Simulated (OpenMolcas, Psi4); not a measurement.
A ladder of methods for TiHCl3O (SMILES Cl[Ti](Cl)(Cl)O)

TiHCl3O: 6 atoms, total charge 0, spin state singlet. As SMILES, `Cl[Ti](Cl)(Cl)O`. Geometry: relaxed at PBE0-D4/def2-TZVP.

Quantity: the dipole moment, in D. The values are calculated.

```tsv
level	kind	program	value (D)	CPU time
HF/def2-SVP	Hartree–Fock	Psi4	2.76	5.4 s
BLYP/def2-SVP	GGA	OpenMolcas	2.63	46 s
PBE/def2-SVP	GGA	OpenMolcas	2.71	49 s
TPSS/def2-SVP	meta-GGA	OpenMolcas	2.79	72 s
B3LYP/def2-SVP	global hybrid	OpenMolcas	2.67	57 s
BHLYP/def2-SVP	global hybrid	OpenMolcas	2.70	46 s
M06-2X/def2-SVP	hybrid meta-GGA	OpenMolcas	2.75	53 s
PBE0/def2-SVP	global hybrid	OpenMolcas	2.75	52 s
```

The values span 2.63 to 2.79 D. Magnitudes only. Times are those of the runs behind each value, whatever else they computed, on shared processors of several kinds: orders of magnitude only.
